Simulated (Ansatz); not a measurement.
Basis sets compared for the cluster Sr₂O₂. The state is a singlet with charge 0. Geometry PBE-D4/def2-TZVP. Ansatz on 4 threads of Arm Neoverse V2 on a shared host; times are rough, and most runs start from earlier orbitals.

```tsv
atom	x (Å)	y (Å)	z (Å)
Sr1	0.730	0.887	-1.150
Sr2	-0.730	-0.888	1.149
O3	1.280	-0.528	0.405
O4	-1.280	0.528	-0.405
```

In the def2 sets Sr takes a core potential; there is no spin–orbit coupling. The structure comes from a short search, and lower isomers may exist.

Binding counts from free atoms (Sr singlet, O triplet) in the same basis, without a counterpoise term.

| level | functions | energy (Eh) | HOMO (eV) | LUMO (eV) | binding per atom (eV) | wall time |
| --- | --- | --- | --- | --- | --- | --- |
| PBE-D4/def2-SVP | 74 | -211.7073 | -3.53 | -1.64 | 3.61 | 0.7 s |
| PBE-D4/def2-TZVP | 128 | -211.9103 | -3.49 | -1.61 | 3.56 | 1.1 s |
| r2SCAN-D4/def2-TZVP | 128 | -212.0097 | -3.47 | -1.07 | 3.51 | 2.2 s |
| PBE0-D4/def2-SVP | 74 | -211.6658 | -4.58 | -1.04 | 3.27 | 0.75 s |
| PBE0-D4/def2-TZVP (with forces) | 128 | -211.8691 | -4.56 | -1.02 | 3.24 | 1.9 s |

Task: Estimate the rows for PBE-D4/def2-TZVPD, r2SCAN-D4/def2-TZVPD, PBE0-D4/def2-TZVPD.

Result: 
| level | functions | energy (Eh) | HOMO (eV) | LUMO (eV) | binding per atom (eV) | wall time |
| --- | --- | --- | --- | --- | --- | --- |
| PBE-D4/def2-TZVPD | 146 | -211.9142 | -3.49 | -1.59 | 3.57 | 1.2 s |
| r2SCAN-D4/def2-TZVPD | 146 | -212.0139 | -3.47 | -1.04 | 3.52 | 2.8 s |
| PBE0-D4/def2-TZVPD | 146 | -211.8738 | -4.57 | -1.00 | 3.26 | 1.8 s |
